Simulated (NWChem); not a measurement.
Species: CH4F2OSi; SMILES [SiH](F)(F)CO

```xyz
9

O      0.1202     2.1749     0.1551
C     -0.6203     1.1189    -0.4058
Si     0.0244    -0.4693     0.3413
F     -0.9618    -1.6635    -0.1265
F      1.4835    -0.8157    -0.2571
H     -0.1632     3.0030    -0.2443
H     -0.5189     1.0479    -1.5085
H     -1.7083     1.1886    -0.1963
H      0.1140    -0.4687     1.8176
```
Atoms are numbered in this order, from 1.

Computed with NWChem. Pople sets run with spherical d functions. All runs use the structure optimised with PBE0/def2-SVP. Total energies compare along this basis series because the functional is fixed.

```
level           basis functions  energy (Ha)  highest occupied level (eV)  orbital gap (eV)  dipole (D)  relative time
--------------  ---------------  -----------  ---------------------------  ----------------  ----------  -------------
PBE/STO-3G                   33    -596.6456                        -2.09              8.24        1.46              1
PBE/3-21G                    57    -601.2541                        -5.84              6.19        2.94              1
PBE/6-31G*                   82    -604.5100                        -6.29              6.25        2.73              3
PBE/6-31+G*                 102    -604.5417                        -6.89              5.80        2.98              5
PBE/6-311G**                122    -604.6457                        -6.59              6.04        2.91              5
PBE/6-311++G**              146    -604.6617                        -6.98              5.78        3.00              9
```

Relative times are rough (shared machine, one core).
